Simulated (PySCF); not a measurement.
A GIAO shielding run with PySCF (density fitting, non-relativistic, gas phase) on `InChI=1S/C5H7F3OS/c1-4(10(2)9)3-5(6,7)8/h1,3H2,2H3/t10-/m1/s1`:

```
{"job": {"kind": "nmr", "xc": "PBE0", "basis": "pcSseg-1"}, "charge": 0, "multiplicity": 1}
C      0.206700    -1.844376     0.645630
C      0.177756    -0.824474    -0.189894
C      1.269177     0.163959    -0.446562
C      1.577480     1.010295     0.772470
F      0.498424     1.656872     1.241149
F      2.054643     0.288702     1.799961
F      2.498925     1.946721     0.509298
S     -1.313294    -0.574421    -1.253849
C     -2.264111     0.325377     0.048877
O     -0.913358     0.442277    -2.227207
H     -0.636872    -2.507622     0.735923
H      1.054088    -2.053161     1.278136
H      0.939086     0.830576    -1.254757
H      2.196150    -0.327392    -0.750094
H     -3.235316     0.567757    -0.369852
H     -1.741962     1.236630     0.316554
H     -2.374515    -0.325690     0.907424
```

Hardware: 1 thread of an Arm Neoverse V1, shared host. The job also computes population analyses, field gradients.

**Question.** How large is the calculation?

**Answer.** 88 electrons, 212 basis functions and 1122 auxiliary functions.

**Question.** How long does it take?

**Answer.** 39 s of wall time, with 14 SCF cycles and 5 response iterations. Times on a shared host scatter by some tens of per cent.
